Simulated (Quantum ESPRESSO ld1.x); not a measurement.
The numbers below are computed, except where a source is named.
Pd III, configuration [Ar] 3d10 4s1.75 4p6 4d8 5s0.25 (fractional occupations, a model configuration). Code: ld1.x of Quantum ESPRESSO 7.5. Model: Dirac Kohn-Sham, Slater X-alpha with alpha = 1, spin-unpolarised, spherical densities, point nucleus; open shells fill j = l - 1/2 first. Some entries of the table are withheld. Estimate them.

orbital,occ.,eigenvalue (eV),<r^2> (bohr^2)
1s1/2,2,(1),0.001365
2s1/2,2,-3610.51,0.02231
2p1/2,2,-3362.96,0.01665
2p3/2,4,-3200.62,0.01797
3s1/2,2,-685.063,0.1617
3p1/2,2,-585.360,0.1567
3p3/2,4,-556.706,0.1658
3d3/2,4,-378.165,(2)
3d5/2,6,-372.357,(3)
4s1/2,1.75,-119.795,(4)
4p1/2,2,(5),1.118
4p3/2,4,(6),1.185
4d3/2,4,-34.4373,1.923
4d5/2,4,-33.8264,1.964
5s1/2,0.25,-22.7770,6.607
5p1/2,0,-16.0585,9.113
5p3/2,0,-15.5191,9.597
6s1/2,0,-7.7932,34.20

Answer. 
(1) 1s1/2 eigenvalue (eV): -24353.0
(2) 3d3/2 <r^2> (bohr^2): 0.1460
(3) 3d5/2 <r^2> (bohr^2): 0.1487
(4) 4s1/2 <r^2> (bohr^2): 0.9720
(5) 4p1/2 eigenvalue (eV): -88.1272
(6) 4p3/2 eigenvalue (eV): -83.3348
